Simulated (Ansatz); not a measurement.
`[NH2][Sc]([NH2])[OH]` + `CO[SiH](O)[SiH3]` → `[NH2][Sc]([OH])[OH]` + `CO[SiH](N)[SiH3]`  (redistribution)

Program: Ansatz. Geometries: PBE0-D4/def2-TZVP. ΔE: electronic, gas phase. CBS: MP2 limit from def2 TZ/QZ plus the TZ coupled-cluster correction, frozen cores. DFT in def2-TZVPP. B3LYP here is the variant with VWN-RPA as its local correlation; programs differ in this. For Sc outer-core shells are correlated without core-valence functions, which leaves a few kJ/mol of doubt a bond. Scalar relativity is left out up to krypton. Each species was taken in one conformer, which may not be the lowest.

| level | ΔE (kJ/mol) |
| --- | --- |
| B3LYP-D4 | -32.3 |
| CCSD(T)/def2-TZVPP | -30.8 |

Problem. What does CCSD(T)/CBS give? (Best estimate.)

Solution. Ansatz gave: -32.4 kJ/mol. The listed levels differ from it by 0.1, 1.6 kJ/mol.

Largest T1 diagnostic among the species: 0.016.

The D4 term adds −3.7 kJ/mol with B3LYP and −2.0 kJ/mol with PBE0; it sums over pairs of atoms, weighted by their polarisabilities, and B3LYP, whose exchange is more repulsive, gets the larger term. In def2-TZVPP, CCSD(T) changes the Hartree–Fock value by −5.7 kJ/mol (the triples alone add −0.8 kJ/mol) and MP2 by −8.1 kJ/mol.
